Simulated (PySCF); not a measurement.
A side-by-side comparison of computed properties.

First species: C₅H₅OP.
SMILES: `C=Cc1pcoc1`

Second species: C5H9OP.
SMILES with atom numbers: `[CH2:1]=[CH:2][P:3]([CH3:4])(=[O:5])[CH:6]=[CH2:7]` (hydrogens: H8, H9 on C1; H10 on C2; H11, H12, H13 on C4; H14 on C6; H15, H16 on C7)

Geometry (GFN2-xTB, Å), atoms numbered from 1 in this order:
```
atom  x, y, z in Å
C1    -1.6421    1.9385    0.5091
C2    -1.2483    0.9273   -0.2437
P3     0.0026   -0.2149    0.4141
C4    -0.7423   -1.8810    0.2056
O5     0.4352    0.0768    1.7840
C6     1.3277   -0.1509   -0.8275
C7     2.5447    0.1847   -0.4395
H8    -1.2281    2.0541    1.4988
H9    -2.3696    2.6671    0.1879
H10   -1.6224    0.7567   -1.2429
H11   -1.6002   -1.9473    0.8726
H12   -0.0005   -2.6175    0.5096
H13   -1.0522   -2.0656   -0.8184
H14    1.0777   -0.3727   -1.8550
H15    3.3821    0.2573   -1.1151
H16    2.7283    0.3962    0.6025
```

Levels: PBE0/def2-SVPD for dipole moment, HOMO energy, LUMO energy, HOMO–LUMO gap, static isotropic polarisability and electronic spatial extent ⟨r²⟩ about the centre of nuclear charge; TDDFT PBE0/def2-SVPD for lowest singlet excitation; TDA PBE0/def2-SVPD for lowest triplet excitation (Tamm–Dancoff); GFN2-xTB for rotational constant A and rotational constant C. Geometries: GFN2-xTB. Each species is one conformer at its optimised geometry, gas phase, non-relativistic unless stated. Electronic properties by PySCF.

Dipoles, sizes and rotational constants follow the conformer. The torsions of the flexible species, by atom-mapped SMILES:
- `[CH2:1]=[CH:2][c:3]1[cH:4][o:5][cH:6][p:7]1`: C1–C2–C3–C4 180°
- `[CH2:1]=[CH:2][P:3]([CH3:4])(=[O:5])[CH:6]=[CH2:7]`: C1–C2–P3–C4 128°, C2–P3–C6–C7 123°

**Question.** Which has the higher rotational constant A?

**Answer.** The first: 4.886 GHz against 2.817 GHz, a difference of 2.069 GHz.

**Question.** Which has the higher LUMO energy?

**Answer.** The second: -0.95 eV against -1.14 eV, a difference of 0.19 eV.

**Question.** Which has the higher dipole moment?

**Answer.** The second: 3.77 D against 1.13 D, a difference of 2.64 D.

**Question.** Which of the two has the higher HOMO–LUMO gap, and by how much?

**Answer.** The second: 6.81 eV against 5.66 eV, a difference of 1.15 eV.

**Question.** Which of the two has the higher HOMO energy, and by how much?

**Answer.** The first: -6.80 eV against -7.76 eV, a difference of 0.96 eV.

**Question.** Which has the higher static isotropic polarisability?

**Answer.** The second: 86.6 au against 85.4 au, a difference of 1.2 au.

**Question.** Which of the two has the higher T1 energy, and by how much?

**Answer.** The second: 4.27 eV against 3.24 eV, a difference of 1.03 eV.

**Question.** Which has the higher S1 energy?

**Answer.** The second: 5.59 eV against 4.69 eV, a difference of 0.90 eV.

On the first: The vertical singlet–triplet gap S1 − T1 is 1.45 eV (TDDFT singlet less Tamm–Dancoff triplet; S1: HOMO→LUMO, weight 0.88; T1: HOMO−1→LUMO, weight 0.62).

On the second: No computed singlet falls in the visible range (750 to 380 nm, 1.65 to 3.26 eV); S1 lies 2.33 eV above its blue end. S1 lies 1.22 eV below the HOMO–LUMO gap; its leading configuration is HOMO−1→LUMO, weight 0.97.
